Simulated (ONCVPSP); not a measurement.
Which setting gave this result? (cobalt (Co), ONCV)

Base potential:

cobalt, optimised norm-conserving Vanderbilt (ONCV), made with ONCVPSP 4.0.1 (LDA (Perdew-Wang 92), non-relativistic). Core [Ne] 3s2, reference 3p6 3d7 4s1.5 4p0.5. Waves: 4s: rc 2.55 bohr, ncon 4, nbas 6, qcut 2.8 1/bohr, 1 projector; 3p+4p: rc 1.30 bohr, ncon 3, nbas 7, qcut 10.4 1/bohr, 2 projectors; 3d: rc 1.05 bohr, ncon 4, nbas 9, qcut 13.1 1/bohr, 1 projector. Local part: polynomial inside 1.00 bohr (lpopt 2, dvloc0 0 Ha). Core correction: Teter function, fcfact 4.25, rcfact 1.25.

Cutoffs, loose and tight: the cutoffs (Ha) at which the residual kinetic energy of the hardest occupied pseudo-wave falls to 1 and 0.1 mHa per electron. They do not see the model core or the augmentation charge, which bear on the density cutoff. Test errors are all-electron minus pseudo excitation energies from the reference, over the configurations 3p6 3d7 4s2 4p0; 3p6 3d7 4s1 4p0; 3p6 3d7 4s0 4p0; 3p6 3d7 4s1 4p1; variants that change the core or the reference have their own tests. The largest error is taken over the tests solved by every variant that gives reliable tests at all, those not shown here included: 3p6 3d7 4s1 4p0; 3p6 3d7 4s1 4p1; 3p6 3d7 4s2 4p0.

Only the scale of all radii but the core radius (base = 1) is moved:

| scale of all radii but the core radius (base = 1) | cutoff, loose | cutoff, tight | bound ghosts | largest test error (meV) |
| --- | --- | --- | --- | --- |
| 0.78 | 204 Ha | 451 Ha | s | -1.3 |
| 0.84 | 91 Ha | 368 Ha | s | -1.3 |
| 0.92 | 80 Ha | 204 Ha | s | -1.2 |
| 0.99 | 74 Ha | 84 Ha | s | -22 |
| 1.07 | 70 Ha | 79 Ha | s | -2.5 |
| 1.11 | 69 Ha | 77 Ha | s | -5.4 |
| 1.24 | 62 Ha | 71 Ha | none | +4.0 |
| 1.32 | 60 Ha | 68 Ha | none | -3.4 |

Question: One more run gave cutoff, loose: 64 Ha; cutoff, tight: 72 Ha; bound ghosts: none; largest test error (meV): +5.7. Which value of the scale of all radii but the core radius (base = 1) was used?

Answer: 1.2. The loose cutoff moves one way along this sweep, from 204 Ha at 0.78 to 60 Ha at 1.32, which places the run between 1.11 and 1.24.
